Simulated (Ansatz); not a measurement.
`C=CCO[SiH3]` + H–F → `C=CCF` + silanol at 400 K and 1 bar (substitution at a C–O bond).

Gas-phase electronic energies from Ansatz, PBE0-D4/def2-TZVP geometries. CBS: MP2 limit from def2 TZ/QZ plus the TZ coupled-cluster correction, frozen cores. This one scheme is used for every species. Each species was taken in one conformer, which may not be the lowest.

| species | CCSD(T)/CBS energy (Eh) | H − E (kJ/mol) | S (J/(mol·K)) |
| --- | --- | --- | --- |
| `C=CCO[SiH3]` | -483.21946 | 297.8 | 390.3 |
| H–F | -100.39570 | 36.5 | 182.2 |
| `C=CCF` | -216.92453 | 214.1 | 306.2 |
| `O[SiH3]` | -366.69042 | 120.0 | 276.4 |

H − E and S are ideal-gas, rigid-rotor, harmonic terms from PBE0-D4/def2-TZVP, for one conformer and one mirror image of each species. 1 Eh = 2625.50 kJ/mol, R = 8.31446 J/(mol·K).

By hand: ΔE, ΔH, ΔS and ΔG.

ΔE = (-216.92453) + (-366.69042) − (-483.21946) − (-100.39570) = 0.00021 Eh = 0.6 kJ/mol. Δ(H − E) = 214.1 + 120.0 − 297.8 − 36.5 = -0.2, so ΔH = 0.4 kJ/mol. ΔS = 306.2 + 276.4 − 390.3 − 182.2 = 10.1 J/(mol·K). ΔG = 0.4 − 400 × (10.1)/1000 = -3.6 kJ/mol.

By hand: the equilibrium constant, and the temperature at which ΔG would vanish if ΔH and ΔS stayed fixed.

log₁₀ K = −ΔG/(RT ln 10) = 0.5. ΔG = 0 at ΔH/ΔS = 40 K, though so small a ΔH makes that figure unsure.

TΔS isn't small against ΔH here. The sign of ΔG lies within the doubt. A doubt of 5 kJ/mol in ΔE shifts log₁₀ K by 0.7 here. Other conformers and mirror images would add mixing entropy, several J/(mol·K) or more a flexible species. Modes under 60 cm⁻¹, often nearly free rotors, make the harmonic entropy too high. These are equilibria of isolated gas molecules and say nothing of rates. Largest T1 diagnostic: 0.011 (customary marks: 0.02 for closed shells, 0.045 for open ones).
